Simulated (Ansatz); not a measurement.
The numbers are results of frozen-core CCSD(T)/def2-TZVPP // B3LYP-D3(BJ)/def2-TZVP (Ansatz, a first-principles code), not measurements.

Ansatz 0.2 input:
```yaml
crystal:
  periodic: [false, false, false]
  atoms:
    - { symbol: Ge, position_ang: [-1.327822, -0.073397, 0.027762] }
    - { symbol: Sn, position_ang: [1.281019, 0.071004, -0.026578] }
    - { symbol: H, position_ang: [-1.782085, -1.37397, 0.714179] }
    - { symbol: H, position_ang: [-1.898238, -0.05334, -1.401643] }
    - { symbol: H, position_ang: [-1.91846, 1.117484, 0.803621] }
    - { symbol: H, position_ang: [1.91806, 0.051726, 1.562905] }
    - { symbol: H, position_ang: [1.939081, -1.255342, -0.887089] }
    - { symbol: H, position_ang: [1.788447, 1.515833, -0.793159] }
basis:
  gaussian: { orbitals: def2-TZVPP }
correlation:
  method: ccsd_t
```

Output:

```
Functional definition: HF
1230 factors; integrals over basis functions are off by at most 1.1e-3 eV
mean field evaluation 1: about -62372.6377 eV, gradient 1.3e1 eV
mean field evaluation 2: about -62372.7214 eV, gradient 1.3e1 eV
mean field evaluation 4: about -62373.6795 eV, gradient 2.6e0 eV
mean field evaluation 8: about -62373.6902 eV, gradient 1.2e-1 eV
mean field evaluation 16: about -62373.4810 eV, gradient 5.0e0 eV
mean field -62373.69026701 eV, -2292.1908389068 hartree, gradient 2.9e-6 eV, S^2 0.000000; 0 other end points of the search recorded, 0 dependent functions left out
13 core orbitals not correlated
reference -62373.69026701 eV, -2292.1908389068 hartree; 17, 17 occupied and 152, 152 virtual orbitals, 1230 factors
second order -16.56157954 eV of doubles, -0.00000000 eV of singles
cycle   1  -16.62239943 eV  change   -6.1e-2 eV  update   1.0e-1
cycle   2  -17.21040733 eV  change   -5.9e-1 eV  update   3.0e-2
cycle   3  -17.25956847 eV  change   -4.9e-2 eV  update   1.3e-2
cycle   4  -17.25273090 eV  change    6.8e-3 eV  update   3.3e-3
cycle   5  -17.25148259 eV  change    1.2e-3 eV  update   9.3e-4
cycle   6  -17.25123440 eV  change    2.5e-4 eV  update   2.6e-4
cycle   7  -17.25112987 eV  change    1.0e-4 eV  update   6.1e-5
cycle   8  -17.25113778 eV  change   -7.9e-6 eV  update   1.9e-5
perturbative correction -0.50118197 eV, -0.0184180977 hartree
Total energy: -62391.44258676 eV, -2292.8432246246 hartree
```

Cost: around 120 core-seconds (rough).
